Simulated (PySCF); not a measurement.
**Running PySCF for Se2⁺**

The script input.py:

```python
from pyscf import gto, scf
from pyscf.geomopt.geometric_solver import optimize

mol = gto.M(
    atom='Se 0 0 0; Se 0 0 2.33',
    basis='cc-pvdz',
    charge=1,
    spin=1,
    verbose=4,
)
mf = scf.ROHF(mol)
mf.kernel()
mol_eq = optimize(mf, maxsteps=30)
print('optimised geometry (angstrom)')
print(mol_eq.tostring('raw'))
print('orbital energies (hartree):', mf.mo_energy[..., max(0, mol.nelec[1]-3):mol.nelec[0]+3].round(4))
```

```bash
$ OMP_NUM_THREADS=1 python input.py
```

The log (some set-up lines and the per-cycle HOMO/LUMO lines with their warnings removed):

```
PySCF version 2.14.0

[INPUT] Symbol           X                Y                Z      unit          X                Y                Z       unit  Magmom
[INPUT]  1 Se     0.000000000000   0.000000000000   0.000000000000 AA    0.000000000000   0.000000000000   0.000000000000 Bohr   0.0
[INPUT]  2 Se     0.000000000000   0.000000000000   2.330000000000 AA    0.000000000000   0.000000000000   4.403061870237 Bohr   0.0

nuclear repulsion = 262.544573314815
number of shells = 12
number of NR pGTOs = 154
number of NR cGTOs = 54
basis = cc-pvdz
ecp = {}

******** <class 'pyscf.scf.rohf.ROHF'> ********
method = ROHF
initial guess = minao
damping factor = 0
level_shift factor = 0
DIIS = <class 'pyscf.scf.diis.CDIIS'>
SCF conv_tol = 1e-09
SCF max_cycles = 50
num. doubly occ = 33  num. singly occ = 1
init E= -4797.70266184404

cycle= 1 E= -4799.23845937568  delta_E= -1.54  |g|= 0.269  |ddm|= 1.09
cycle= 2 E= -4799.26737698308  delta_E= -0.0289  |g|= 0.0875  |ddm|= 0.352
cycle= 3 E= -4799.26940042495  delta_E= -0.00202  |g|= 0.0117  |ddm|= 0.0547
cycle= 4 E= -4799.26948085726  delta_E= -8.04e-05  |g|= 0.00259  |ddm|= 0.0122
cycle= 5 E= -4799.26948488276  delta_E= -4.03e-06  |g|= 0.000465  |ddm|= 0.00302
cycle= 6 E= -4799.26948499549  delta_E= -1.13e-07  |g|= 5.53e-05  |ddm|= 0.000439
cycle= 7 E= -4799.26948499736  delta_E= -1.86e-09  |g|= 5.96e-06  |ddm|= 7.4e-05
cycle= 8 E= -4799.26948499737  delta_E= -1.82e-11  |g|= 6.76e-07  |ddm|= 8.07e-06
Extra cycle  E= -4799.26948499737  delta_E= 1.82e-12  |g|= 2.04e-07  |ddm|= 5.99e-07
converged SCF energy = -4799.26948499737
Create scanner for <class 'pyscf.grad.rohf.Gradients'>
Create scanner for <class 'pyscf.scf.rohf.ROHF'>
input.py

Current date and time:

#|     Arguments passed to driver run_optimizer():      |#
customengine              <pyscf.geomopt.geometric_solver.PySCFEngine object>
logIni                    <dir>
maxiter                   30
----------------------------------------------------------
Custom engine selected.
Bonds will be generated from interatomic distances less than 1.20 times sum of covalent radii
6 internal coordinates being used (instead of 6 Cartesians)
Internal coordinate system (atoms numbered from 1):
Distance 1-2
Translation-X 1-2
Translation-Y 1-2
Translation-Z 1-2
Rotation-A 1-2
Rotation-B 1-2
Rotation-C 1-2
<class 'geometric.internal.Distance'> : 1
<class 'geometric.internal.TranslationX'> : 1
<class 'geometric.internal.TranslationY'> : 1
<class 'geometric.internal.TranslationZ'> : 1
<class 'geometric.internal.RotationA'> : 1
<class 'geometric.internal.RotationB'> : 1
<class 'geometric.internal.RotationC'> : 1
> ===== Optimization Info: ====
> Job type: Energy minimization
> Maximum number of optimization cycles: 30
> Initial / maximum trust radius (Angstrom): 0.100 / 0.300
> Convergence Criteria:
> Will converge when all 5 criteria are reached:
>  |Delta-E| < 1.00e-06
>  RMS-Grad  < 3.00e-04
>  Max-Grad  < 4.50e-04
>  RMS-Disp  < 1.20e-03
>  Max-Disp  < 1.80e-03
> === End Optimization Info ===

Geometry optimization cycle 1
Cartesian coordinates (Angstrom)
 Atom        New coordinates             dX        dY        dZ
  Se   0.000000   0.000000   0.000000    0.000000  0.000000  0.000000
  Se   0.000000   0.000000   2.330000    0.000000  0.000000  0.000000

WARN: Mole.unit (angstrom) is changed to Bohr

New geometry
   1 Se     0.000000000000   0.000000000000   0.000000000000 AA    0.000000000000   0.000000000000   0.000000000000 Bohr
   2 Se     0.000000000000   0.000000000000   2.330000000000 AA    0.000000000000   0.000000000000   4.403061870237 Bohr

******** <class 'pyscf.scf.hf.ROHF_Scanner'> ********
method = ROHF_Scanner
initial guess = minao
damping factor = 0
level_shift factor = 0
DIIS = <class 'pyscf.scf.diis.CDIIS'>
SCF conv_tol = 1e-09
SCF max_cycles = 50
num. doubly occ = 33  num. singly occ = 1
init E= -4799.26948499737
cycle= 1 E= -4799.26948499738  delta_E= -4.55e-12  |g|= 6.76e-08  |ddm|= 1.8e-07
Extra cycle  E= -4799.26948499737  delta_E= 2.73e-12  |g|= 2.26e-08  |ddm|= 5.89e-08
converged SCF energy = -4799.26948499737

******** <class 'pyscf.grad.rhf.Gradients_Scanner'> for <class 'pyscf.scf.hf.ROHF_Scanner'> ********
unit = Eh/Bohr
--------------- ROHF_Scanner gradients ---------------
         x                y                z
0 Se    -0.0000000000    -0.0000000000    -0.1148429890
1 Se     0.0000000000     0.0000000000     0.1148429890
----------------------------------------------
cycle 1: E = -4799.269485  dE = -4799.27  norm(grad) = 0.162413
Step    0 : Gradient = 1.148e-01/1.148e-01 (rms/max) Energy = -4799.2694849974
Hessian Eigenvalues: 5.00000e-02 5.00000e-02 5.00000e-02 ... 5.00000e-02 5.00000e-02 1.36193e-01

Geometry optimization cycle 2
Cartesian coordinates (Angstrom)
 Atom        New coordinates             dX        dY        dZ
  Se   0.000000   0.000000   0.100000    0.000000  0.000000  0.100000
  Se  -0.000000  -0.000000   2.230000   -0.000000 -0.000000 -0.100000
New geometry
   1 Se     0.000000000000   0.000000000000   0.100000000003 AA    0.000000000000   0.000000000000   0.188972612463 Bohr
   2 Se    -0.000000000000  -0.000000000000   2.229999999997 AA   -0.000000000000  -0.000000000000   4.214089257774 Bohr

******** <class 'pyscf.scf.hf.ROHF_Scanner'> ********
method = ROHF_Scanner
initial guess = minao
damping factor = 0
level_shift factor = 0
DIIS = <class 'pyscf.scf.diis.CDIIS'>
SCF conv_tol = 1e-09
SCF max_cycles = 50
num. doubly occ = 33  num. singly occ = 1
init E= -4799.47621803141
cycle= 1 E= -4799.30039616758  delta_E= 0.176  |g|= 0.0701  |ddm|= 0.144
cycle= 2 E= -4799.30225969892  delta_E= -0.00186  |g|= 0.0233  |ddm|= 0.0677
cycle= 3 E= -4799.30242879166  delta_E= -0.000169  |g|= 0.00275  |ddm|= 0.0165
cycle= 4 E= -4799.30243335428  delta_E= -4.56e-06  |g|= 0.000464  |ddm|= 0.00364
cycle= 5 E= -4799.30243350231  delta_E= -1.48e-07  |g|= 6.33e-05  |ddm|= 0.000647
cycle= 6 E= -4799.30243350438  delta_E= -2.07e-09  |g|= 8e-06  |ddm|= 8.48e-05
cycle= 7 E= -4799.3024335044  delta_E= -2.18e-11  |g|= 1.23e-06  |ddm|= 1.31e-05
Extra cycle  E= -4799.30243350441  delta_E= -9.09e-12  |g|= 3.9e-07  |ddm|= 2.21e-06
converged SCF energy = -4799.30243350441

******** <class 'pyscf.grad.rhf.Gradients_Scanner'> for <class 'pyscf.scf.hf.ROHF_Scanner'> ********
unit = Eh/Bohr
--------------- ROHF_Scanner gradients ---------------
         x                y                z
0 Se     0.0000000000     0.0000000000    -0.0479658355
1 Se    -0.0000000000    -0.0000000000     0.0479658355
----------------------------------------------
cycle 2: E = -4799.3024335  dE = -0.0329485  norm(grad) = 0.0678339
Step    1 : Displace = 1.000e-01/1.000e-01 (rms/max) Trust = 1.000e-01 (=) Grad = 4.797e-02/4.797e-02 (rms/max) E (change) = -4799.3024335044 (-3.295e-02) Quality = 0.978
Hessian Eigenvalues: 5.00000e-02 5.00000e-02 5.00000e-02 ... 5.00000e-02 5.00000e-02 1.76949e-01

Geometry optimization cycle 3
Cartesian coordinates (Angstrom)
 Atom        New coordinates             dX        dY        dZ
  Se  -0.000000  -0.000000   0.171722   -0.000000 -0.000000  0.071722
  Se   0.000000   0.000000   2.158278    0.000000  0.000000 -0.071722
New geometry
   1 Se    -0.000000000000  -0.000000000000   0.171722304275 AA   -0.000000000000  -0.000000000000   0.324508124558 Bohr
   2 Se     0.000000000000   0.000000000000   2.158277695727 AA    0.000000000000   0.000000000000   4.078553745681 Bohr

******** <class 'pyscf.scf.hf.ROHF_Scanner'> ********
method = ROHF_Scanner
initial guess = minao
damping factor = 0
level_shift factor = 0
DIIS = <class 'pyscf.scf.diis.CDIIS'>
SCF conv_tol = 1e-09
SCF max_cycles = 50
num. doubly occ = 33  num. singly occ = 1
init E= -4799.44319996702
cycle= 1 E= -4799.30120546852  delta_E= 0.142  |g|= 0.0545  |ddm|= 0.12
cycle= 2 E= -4799.30232712061  delta_E= -0.00112  |g|= 0.0181  |ddm|= 0.0525
cycle= 3 E= -4799.30242467409  delta_E= -9.76e-05  |g|= 0.00208  |ddm|= 0.0133
cycle= 4 E= -4799.30242702049  delta_E= -2.35e-06  |g|= 0.000368  |ddm|= 0.00276
cycle= 5 E= -4799.30242710803  delta_E= -8.75e-08  |g|= 5.35e-05  |ddm|= 0.00055
cycle= 6 E= -4799.30242710948  delta_E= -1.45e-09  |g|= 6e-06  |ddm|= 7.34e-05
cycle= 7 E= -4799.3024271095  delta_E= -1.46e-11  |g|= 1.01e-06  |ddm|= 1.08e-05
Extra cycle  E= -4799.3024271095  delta_E= -2.73e-12  |g|= 3.41e-07  |ddm|= 1.74e-06
converged SCF energy = -4799.3024271095

******** <class 'pyscf.grad.rhf.Gradients_Scanner'> for <class 'pyscf.scf.hf.ROHF_Scanner'> ********
unit = Eh/Bohr
--------------- ROHF_Scanner gradients ---------------
         x                y                z
0 Se     0.0000000000     0.0000000000     0.0593415953
1 Se    -0.0000000000    -0.0000000000    -0.0593415953
----------------------------------------------
cycle 3: E = -4799.30242711  dE = 6.39491e-06  norm(grad) = 0.0839217
Step    2 : Displace = 7.172e-02/7.172e-02 (rms/max) Trust = 1.414e-01 (+) Grad = 5.934e-02/5.934e-02 (rms/max) E (change) = -4799.3024271095 (+6.395e-06) Quality = -0.001
Hessian Eigenvalues: 5.00000e-02 5.00000e-02 5.00000e-02 ... 5.00000e-02 5.00000e-02 3.95865e-01

Geometry optimization cycle 4
Cartesian coordinates (Angstrom)
 Atom        New coordinates             dX        dY        dZ
  Se  -0.000000  -0.000000   0.135861    0.000000  0.000000 -0.035861
  Se   0.000000   0.000000   2.194139   -0.000000 -0.000000  0.035861
New geometry
   1 Se    -0.000000000000  -0.000000000000   0.135861152140 AA   -0.000000000000  -0.000000000000   0.256740368512 Bohr
   2 Se     0.000000000000   0.000000000000   2.194138847862 AA    0.000000000000   0.000000000000   4.146321501729 Bohr

******** <class 'pyscf.scf.hf.ROHF_Scanner'> ********
method = ROHF_Scanner
initial guess = minao
damping factor = 0
level_shift factor = 0
DIIS = <class 'pyscf.scf.diis.CDIIS'>
SCF conv_tol = 1e-09
SCF max_cycles = 50
num. doubly occ = 33  num. singly occ = 1
init E= -4799.24532610072
cycle= 1 E= -4799.30572752979  delta_E= -0.0604  |g|= 0.0273  |ddm|= 0.0624
cycle= 2 E= -4799.30601473273  delta_E= -0.000287  |g|= 0.00903  |ddm|= 0.0264
cycle= 3 E= -4799.30603974941  delta_E= -2.5e-05  |g|= 0.00107  |ddm|= 0.00651
cycle= 4 E= -4799.30604039758  delta_E= -6.48e-07  |g|= 0.000191  |ddm|= 0.00142
cycle= 5 E= -4799.30604042184  delta_E= -2.43e-08  |g|= 2.87e-05  |ddm|= 0.000279
cycle= 6 E= -4799.30604042227  delta_E= -4.29e-10  |g|= 3.43e-06  |ddm|= 3.82e-05
Extra cycle  E= -4799.30604042228  delta_E= -5.46e-12  |g|= 9.96e-07  |ddm|= 5.15e-06
converged SCF energy = -4799.30604042228

******** <class 'pyscf.grad.rhf.Gradients_Scanner'> for <class 'pyscf.scf.hf.ROHF_Scanner'> ********
unit = Eh/Bohr
--------------- ROHF_Scanner gradients ---------------
         x                y                z
0 Se     0.0000000000    -0.0000000000    -0.0027985275
1 Se    -0.0000000000     0.0000000000     0.0027985275
----------------------------------------------
cycle 4: E = -4799.30604042  dE = -0.00361331  norm(grad) = 0.00395772
Step    3 : Displace = 3.586e-02/3.586e-02 (rms/max) Trust = 3.586e-02 (-) Grad = 2.799e-03/2.799e-03 (rms/max) E (change) = -4799.3060404223 (-3.613e-03) Quality = 0.820
Hessian Eigenvalues: 5.00000e-02 5.00000e-02 5.00000e-02 ... 5.00000e-02 5.00000e-02 4.58479e-01

Geometry optimization cycle 5
Cartesian coordinates (Angstrom)
 Atom        New coordinates             dX        dY        dZ
  Se  -0.000000  -0.000000   0.137476   -0.000000  0.000000  0.001615
  Se   0.000000   0.000000   2.192524    0.000000 -0.000000 -0.001615
New geometry
   1 Se    -0.000000000000  -0.000000000000   0.137476186267 AA   -0.000000000000  -0.000000000000   0.259792340695 Bohr
   2 Se     0.000000000000   0.000000000000   2.192523813734 AA    0.000000000000   0.000000000000   4.143269529545 Bohr

******** <class 'pyscf.scf.hf.ROHF_Scanner'> ********
method = ROHF_Scanner
initial guess = minao
damping factor = 0
level_shift factor = 0
DIIS = <class 'pyscf.scf.diis.CDIIS'>
SCF conv_tol = 1e-09
SCF max_cycles = 50
num. doubly occ = 33  num. singly occ = 1
init E= -4799.30892266997
cycle= 1 E= -4799.30604957385  delta_E= 0.00287  |g|= 0.00122  |ddm|= 0.00272
cycle= 2 E= -4799.30605014787  delta_E= -5.74e-07  |g|= 0.000406  |ddm|= 0.00118
cycle= 3 E= -4799.30605019827  delta_E= -5.04e-08  |g|= 4.76e-05  |ddm|= 0.000293
cycle= 4 E= -4799.30605019955  delta_E= -1.28e-09  |g|= 8.36e-06  |ddm|= 6.31e-05
cycle= 5 E= -4799.30605019959  delta_E= -4.37e-11  |g|= 1.25e-06  |ddm|= 1.22e-05
Extra cycle  E= -4799.30605019959  delta_E= -5.46e-12  |g|= 3.5e-07  |ddm|= 1.33e-06
converged SCF energy = -4799.30605019959

******** <class 'pyscf.grad.rhf.Gradients_Scanner'> for <class 'pyscf.scf.hf.ROHF_Scanner'> ********
unit = Eh/Bohr
--------------- ROHF_Scanner gradients ---------------
         x                y                z
0 Se    -0.0000000000    -0.0000000000    -0.0003993040
1 Se     0.0000000000     0.0000000000     0.0003993040
----------------------------------------------
cycle 5: E = -4799.3060502  dE = -9.77732e-06  norm(grad) = 0.000564701
Step    4 : Displace = 1.615e-03/1.615e-03 (rms/max) Trust = 5.072e-02 (+) Grad = 3.993e-04/3.993e-04 (rms/max) E (change) = -4799.3060501996 (-9.777e-06) Quality = 1.145
Hessian Eigenvalues: 5.00000e-02 5.00000e-02 5.00000e-02 ... 5.00000e-02 5.00000e-02 3.93061e-01

Geometry optimization cycle 6
Cartesian coordinates (Angstrom)
 Atom        New coordinates             dX        dY        dZ
  Se  -0.000000  -0.000000   0.137745    0.000000  0.000000  0.000269
  Se   0.000000   0.000000   2.192255   -0.000000 -0.000000 -0.000269
New geometry
   1 Se    -0.000000000000  -0.000000000000   0.137744977205 AA   -0.000000000000  -0.000000000000   0.260300281951 Bohr
   2 Se     0.000000000000   0.000000000000   2.192255022798 AA    0.000000000000   0.000000000000   4.142761588290 Bohr

******** <class 'pyscf.scf.hf.ROHF_Scanner'> ********
method = ROHF_Scanner
initial guess = minao
damping factor = 0
level_shift factor = 0
DIIS = <class 'pyscf.scf.diis.CDIIS'>
SCF conv_tol = 1e-09
SCF max_cycles = 50
num. doubly occ = 33  num. singly occ = 1
init E= -4799.30652794074
cycle= 1 E= -4799.30605038349  delta_E= 0.000478  |g|= 0.000204  |ddm|= 0.000454
cycle= 2 E= -4799.30605039941  delta_E= -1.59e-08  |g|= 6.76e-05  |ddm|= 0.000197
cycle= 3 E= -4799.30605040081  delta_E= -1.4e-09  |g|= 7.93e-06  |ddm|= 4.87e-05
cycle= 4 E= -4799.30605040085  delta_E= -3.09e-11  |g|= 1.4e-06  |ddm|= 1.05e-05
Extra cycle  E= -4799.30605040085  delta_E= -7.28e-12  |g|= 4.43e-07  |ddm|= 1.54e-06
converged SCF energy = -4799.30605040085

******** <class 'pyscf.grad.rhf.Gradients_Scanner'> for <class 'pyscf.scf.hf.ROHF_Scanner'> ********
unit = Eh/Bohr
--------------- ROHF_Scanner gradients ---------------
         x                y                z
0 Se    -0.0000000000    -0.0000000000     0.0000033947
1 Se     0.0000000000     0.0000000000    -0.0000033947
----------------------------------------------
cycle 6: E = -4799.3060504  dE = -2.01258e-07  norm(grad) = 4.80079e-06
Step    5 : Displace = 2.688e-04/2.688e-04 (rms/max) Trust = 7.172e-02 (+) Grad = 3.395e-06/3.395e-06 (rms/max) E (change) = -4799.3060504009 (-2.013e-07) Quality = 0.992
Hessian Eigenvalues: 5.00000e-02 5.00000e-02 5.00000e-02 ... 5.00000e-02 5.00000e-02 3.93061e-01
Converged! =D

    #| If this code has benefited your research, please support us by citing: |#
    #| Wang, L.-P.; Song, C.C. (2016) "Geometry optimization made simple with |#
    #| translation and rotation coordinates", J. Chem, Phys. 144, 214108.     |#
    #|                                     |#
optimised geometry (angstrom)
Se         -0.00000000       -0.00000000        0.13774498
Se          0.00000000        0.00000000        2.19225502
orbital energies (hartree): [-0.7147 -0.6591 -0.6344 -0.4532 -0.3262 -0.1802  0.2279]
```

In short: E(SCF) = -4799.269485 Eh, 8 cycles, all at the start geometry; optimised bond 2.055 Å with E = -4799.306050 Eh after 6 steps.

It ran on Arm Neoverse V1 (1 thread, shared host) in 28 s.

The last line lists the levels of the start geometry. No search for the lowest solution was made.
